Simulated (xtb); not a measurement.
Harmonic IR lines of one isomer of C₃H₅N, unscaled. All values below come from GFN2-xTB run with xtb.

wavenumber (cm⁻¹): 519 (vw), 534 (vw), 812 (m), 909 (w), 922 (w), 1007 (w), 1082 (s), 1210 (m), 1278 (w), 1341 (m), 1407 (w), 1666 (w), 1699 (vs), 3001 (m), 3044 (m), 3097 (w), 3125 (m), 3297 (m)

**Question.** Say which structure gives these lines.
A. `C=CN=C`
B. `C#CCN`
C. `C1=CNC1`
D. `[H]/N=C\C=C`

**Answer.** D, `[H]/N=C\C=C`
